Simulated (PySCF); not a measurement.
AsF2⁺: script and output

Input:

```python
from pyscf import gto, scf
from pyscf.prop.polarizability import rhf as pol

mol = gto.M(
    atom='As 0 0 -0.3631; F 1.254 0 0.7189; F -1.254 0 0.7189',
    basis='6-31g*',
    charge=1,
    spin=0,
    verbose=4,
)
mf = scf.RHF(mol)
mf.kernel()
print('polarizability (a.u.)')
print(pol.Polarizability(mf).polarizability().round(4))
mf.dip_moment()
print('orbital energies (hartree):', mf.mo_energy[..., max(0, mol.nelec[1]-3):mol.nelec[0]+3].round(4))
```

```bash
$ OMP_NUM_THREADS=1 python input.py
```

It prints (some set-up lines removed):

```
PySCF version 2.14.0

[INPUT] Symbol           X                Y                Z      unit          X                Y                Z       unit  Magmom
[INPUT]  1 As     0.000000000000   0.000000000000  -0.363100000000 AA    0.000000000000   0.000000000000  -0.686159555830 Bohr   0.0
[INPUT]  2 F      1.254000000000   0.000000000000   0.718900000000 AA    2.369716560205   0.000000000000   1.358524110950 Bohr   0.0
[INPUT]  3 F     -1.254000000000   0.000000000000   0.718900000000 AA   -2.369716560205   0.000000000000   1.358524110950 Bohr   0.0

nuclear repulsion = 206.872938430169
number of shells = 24
number of NR pGTOs = 149
number of NR cGTOs = 60
basis = 6-31g*
ecp = {}

******** <class 'pyscf.scf.hf.RHF'> ********
method = RHF
initial guess = minao
damping factor = 0
level_shift factor = 0
DIIS = <class 'pyscf.scf.diis.CDIIS'>
SCF conv_tol = 1e-09
SCF max_cycles = 50
Initial guess from minao.
init E= -2432.14491179803
  HOMO = -0.437126005193359  LUMO = -0.120431838485526  gap/eV = 8.61769
cycle= 1 E= -2432.36324707977  delta_E= -0.218  |g|= 0.691  |ddm|= 1.92
  HOMO = -0.813397795234316  LUMO = -0.356671351037677  gap/eV = 12.42816
cycle= 2 E= -2432.43485196068  delta_E= -0.0716  |g|= 0.487  |ddm|= 1.02
  HOMO = -0.823388520860521  LUMO = -0.316490839387475  gap/eV = 13.79339
cycle= 3 E= -2432.47014826798  delta_E= -0.0353  |g|= 0.0457  |ddm|= 0.283
  HOMO = -0.807659320613245  LUMO = -0.298452276890647  gap/eV = 13.85623
cycle= 4 E= -2432.4708822005  delta_E= -0.000734  |g|= 0.0133  |ddm|= 0.0687
  HOMO = -0.807426616388045  LUMO = -0.297867012672565  gap/eV = 13.86582
cycle= 5 E= -2432.47100004559  delta_E= -0.000118  |g|= 0.00486  |ddm|= 0.0294
  HOMO = -0.807044737272691  LUMO = -0.297873999385296  gap/eV = 13.85524
cycle= 6 E= -2432.47101450169  delta_E= -1.45e-05  |g|= 0.00189  |ddm|= 0.00952
  HOMO = -0.806994444605967  LUMO = -0.297991937473078  gap/eV = 13.85066
cycle= 7 E= -2432.47101683279  delta_E= -2.33e-06  |g|= 0.000434  |ddm|= 0.00435
  HOMO = -0.806899953756729  LUMO = -0.297939290548531  gap/eV = 13.84953
cycle= 8 E= -2432.4710169533  delta_E= -1.21e-07  |g|= 7.63e-05  |ddm|= 0.00104
  HOMO = -0.806890044527199  LUMO = -0.297942108020655  gap/eV = 13.84918
cycle= 9 E= -2432.47101695721  delta_E= -3.91e-09  |g|= 1.86e-05  |ddm|= 0.000138
  HOMO = -0.806890176344345  LUMO = -0.297943589004788  gap/eV = 13.84914
cycle= 10 E= -2432.47101695743  delta_E= -2.17e-10  |g|= 4.03e-06  |ddm|= 3.19e-05
  HOMO = -0.806890056518531  LUMO = -0.297943613132011  gap/eV = 13.84914
Extra cycle  E= -2432.47101695743  delta_E= -2.27e-12  |g|= 1.68e-06  |ddm|= 5.58e-06
converged SCF energy = -2432.47101695743
polarizability (a.u.)
Isotropic polarizability 17.3858875597
Polarizability anisotropy 4.77373659775
[[20.4992  0.      0.    ]
 [ 0.     15.2577 -0.    ]
 [ 0.     -0.     16.4008]]

WARN: System has nonzero charge 1; the dipole moment is origin-dependent.
Location of origin: [0. 0. 0.]

Dipole moment(X, Y, Z, Debye):  0.00000, -0.00000, -3.11467
orbital energies (hartree): [-0.9293 -0.9213 -0.8069 -0.2979 -0.1552 -0.1027]
```

In short: E(SCF) = -2432.471017 Eh, 10 cycles, α(xx, yy, zz) = 20.5, 15.3, 16.4 bohr³.

Run time: 2.3 s on 1 thread of Arm Neoverse N1 (shared host), peak memory 0.12 GiB.

The dipole of an ion depends on the origin.
